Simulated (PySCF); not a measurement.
Se(Br)(NH2) (BrH2NSe), SMILES N[Se]Br. Atoms are numbered in the order given.

```xyz
5

Se     0.4464    -0.9476     0.0000
Br    -0.1179     1.3900     0.0000
N     -1.1032    -1.8388     0.0000
H     -1.6637    -1.7791     0.8484
H     -1.6637    -1.7791    -0.8484
```
Charge 0, spin multiplicity 1.

Geometry: r2SCAN-D4/def2-SVP. Other conformers were not sampled.

Calculation: r2SCAN-D4/def2-SVP (PySCF).

Frequencies are harmonic and unscaled.

```
mode  ν (cm⁻¹)  IR (km/mol)  Raman (Å⁴/amu)  depolarisation  moving atoms (share of kinetic energy)
----  --------  -----------  --------------  --------------  --------------------------------------
1          175         17.9             9.7            0.53        N 51 %, Br 20 %, H 19 %, Se 10 %
2          260         20.6             8.1            0.24                        Se 54 %, Br 42 %
3          490         24.4             1.9            0.75                                  H 95 %
4          545        298.2             2.8            0.16                          H 55 %, N 43 %
5          784         13.8            13.7            0.31                 N 54 %, H 31 %, Se 14 %
6         1000          5.3             2.8            0.75                           H 91 %, N 9 %
7         1562         12.5            12.7            0.46                           H 92 %, N 8 %
8         3514         27.4           157.3            0.14                                  H 96 %
9         3636         51.2            78.5            0.75                           H 91 %, N 9 %
```
